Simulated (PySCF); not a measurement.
**Exercise with solution: oscillator strength and radiative lifetime**

C2H5BClFO, SMILES C(C)OB(Cl)F.

The structure is a stationary point at PBE-D3(BJ)/def2-SVP. The structure was generated by enumeration, and PubChem lists no compound with its InChIKey, so it may never have been made. The values are those of a single conformer.

TDA-LC-ωPBE/def2-SVPD (PySCF 2.14.0) puts the first singlet state with f over 0.02 at 9.08 eV (vertical), with the transition dipole (0.516, 0.255, 0.122) in atomic units.

Task: Find the oscillator strength, the wavelength and the radiative lifetime that this transition would have in vacuum if emission retraced absorption.

Result: 
|μ|² = 0.3462 au, so |μ| = 1.50 D. ΔE = 9.08/27.211 = 0.3337 hartree. f = (2/3) ΔE |μ|² = 0.077 (the program prints 0.077).
λ = 1239.84/9.08 = 137 nm; ν = 73235 cm⁻¹.
Einstein's coefficient A = 0.6670 ν² f s⁻¹ (ν in cm⁻¹) = 2.8e8 s⁻¹, so τ = 1/A = 3.6 ns. This state is S3; the lower singlets have f = 0.001, 0.014. The figure is the radiative limit of this one transition; relaxation, internal conversion, crossing to triplets and a medium change what is measured.
